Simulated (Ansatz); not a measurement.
C3H7, doublet, at a GFN2-xTB geometry. Base run: SVWN5/pcseg-1 run with Ansatz (a program for electronic structure).

Ansatz was given this input:
Ansatz 0.2 input:
```yaml
crystal:
  periodic: [false, false, false]
  atoms:
    - {symbol: C, position_ang: [-0.08073437, 0.51425383, 0.00202403]}
    - {symbol: C, position_ang: [0.04477701, -0.19753283, 1.29093157]}
    - {symbol: C, position_ang: [0.04445320, -0.18802225, -1.29225504]}
    - {symbol: H, position_ang: [-0.46360008, 1.52072873, 0.00525132]}
    - {symbol: H, position_ang: [0.40419944, 0.47041680, 2.07407067]}
    - {symbol: H, position_ang: [0.43018374, 0.47888266, -2.06403124]}
    - {symbol: H, position_ang: [-0.92265236, -0.59238384, 1.63168364]}
    - {symbol: H, position_ang: [0.72527311, -1.04407116, 1.20462375]}
    - {symbol: H, position_ang: [0.70335913, -1.05117986, -1.20587517]}
    - {symbol: H, position_ang: [-0.92773804, -0.55458579, -1.64992641]}
basis:
  gaussian:
    orbitals: pcseg-1.json
hamiltonian:
  xc: {name: SVWN5}
magnetization: {spin_polarized: true, initial_magnetization: 1}
```
The basis file holds pcseg-1 in the JSON format of the Basis Set Exchange.

Each row names what was changed in the base input (with any setting that the change needs).

```tsv
change	ΔE vs base (mEh)
base	0.000
lower_state_search = full	0.000
fitting.mean_field = cc-pVTZ-JKFIT	-0.058
forces = on	0.000
lower_state_search = light	0.000
final_grid = 14, 28, 59	-0.001
nuclear_model = gaussian	0.009
point_charge = charge:-1.0 position_ang:4.5813, -1.451, -1.973	-1.219
lower_state_search = off	0.000
final_grid = 10, 20, 41	0.000
point_charge = charge:1.0 position_ang:-3.8085, 0.2684, -3.5015	-2.183
```
